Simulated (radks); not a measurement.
Dy2+, 64 electrons, occupied as [Kr] 4d10 4f10 5s1 5p6 5f1 (not the ground configuration).

Method: scalar-relativistic Kohn-Sham, AM05, spin-polarised, spherical densities, finite nucleus; open shells are filled with parallel spins first (spin-orbit coupling, left out, can overturn this in heavy ions); Fermi nuclear charge, rms radius 5.2218 fm; computed with a radial shooting solver on a logarithmic mesh with Libxc functionals.

Energy parts (eV):
part                      energy
total                 -330503.90
kinetic                356426.62
electron-nucleus      -807487.34
Hartree                127490.83
exchange-correlation    -6934.00

Orbitals (lengths in bohr, moments of r in powers of bohr):
orbital	occ.	eigenvalue (eV)	<1/r>
1s up	1	-53628.83	74.50
1s down	1	-53628.71	74.50
2s up	1	-8951.861	17.31
2s down	1	-8951.724	17.31
2p up	3	-7948.952	16.09
2p down	3	-7948.832	16.09
3s up	1	-2010.868	6.368
3s down	1	-2009.151	6.372
3p up	3	-1702.913	5.971
3p down	3	-1701.201	5.975
3d up	5	-1306.046	5.666
3d down	5	-1304.707	5.669
4s up	1	-417.6700	2.688
4s down	1	-414.0839	2.687
4p up	3	-316.2928	2.464
4p down	3	-312.7220	2.464
4d up	5	-178.1909	2.171
4d down	5	-174.5900	2.171
5s up	1	-73.5269	1.039
5s down	0	-70.7446	1.026
5p up	3	-48.9019	0.8827
5p down	3	-46.7044	0.8655
4f up	7	-28.2871	1.592
4f down	3	-24.8180	1.572
5d up	0	-20.0615	0.6008
5d down	0	-19.0038	0.5792
6s up	0	-18.4841	0.4017
6s down	0	-17.9542	0.4014
5f up	1	-6.4314	0.2082

The highest occupied level is 5f up at -6.431 eV. The configuration is held as typed, so some empty levels lie below it. Spin moment in Bohr magnetons: 6.
